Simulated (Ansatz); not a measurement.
Computed with Ansatz on PBE0-D4/def2-TZVP structures; ΔE is electronic, products minus reactants. CCSD(T)/CBS adds triple-zeta CCSD(T) − MP2 to the extrapolated MP2 energy (def2 sets, frozen cores). DFT in def2-TZVPP. B3LYP here is the variant with VWN-RPA as its local correlation; programs differ in this. Elements past krypton have def2 core potentials. For W outer-core shells are correlated without core-valence functions, which leaves a few kJ/mol of doubt a bond. Each species was taken in one conformer, which may not be the lowest.

`CC[SiH2]SC` + `[O]=[W](=[O])([OH])[F]` → `C[O][W](=[O])(=[O])[F]` + `CC[SiH2]S`  (substitution at a C–S bond)

| level | ΔE (kcal/mol) | difference from CCSD(T)/CBS |
| --- | --- | --- |
| PBE-D4 | 7.6 | 0.1 |
| r2SCAN-D4 | 7.1 | -0.4 |
| PBE0-D4 | 7.6 | 0.1 |
| B3LYP-D4 | 6.1 | -1.4 |
| ωB97X-V | 6.6 | -0.9 |
| ωB97M-V | 7.5 | 0.0 |
| B2PLYP | 5.7 | -1.8 |
| PBE | 6.7 | -0.8 |
| r2SCAN | 6.8 | -0.7 |
| PBE0 | 6.8 | -0.7 |
| B3LYP | 4.8 | -2.7 |
| HF/def2-TZVPP | 3.2 | -4.3 |
| MP2/def2-TZVPP | 7.5 | 0.0 |
| SCS-MP2/def2-TZVPP | 6.2 | -1.3 |
| CCSD/def2-TZVPP | 5.8 | -1.7 |
| CCSD(T)/def2-TZVPP | 6.1 | -1.4 |
| HF/def2-QZVPP | 3.1 | -4.4 |
| MP2/def2-QZVPP | 8.3 | 0.8 |
| SCS-MP2/def2-QZVPP | 7.0 | -0.5 |
| HF/CBS(def2) | 3.1 | -4.4 |
| MP2/CBS(def2) | 8.9 | 1.4 |
| CCSD/CBS(def2) | 7.2 | -0.3 |
| CCSD(T)/CBS | 7.5 | 0 |

Largest T1 diagnostic among the species: 0.023, so the coupled-cluster value is less sure than usual.

The D4 term adds +1.3 kcal/mol with B3LYP and +0.7 kcal/mol with PBE0; it sums over pairs of atoms, weighted by their polarisabilities, and B3LYP, whose exchange is more repulsive, gets the larger term. In def2-TZVPP, CCSD(T) changes the Hartree–Fock value by +3.0 kcal/mol (the triples alone add +0.3 kcal/mol) and MP2 by +4.3 kcal/mol.
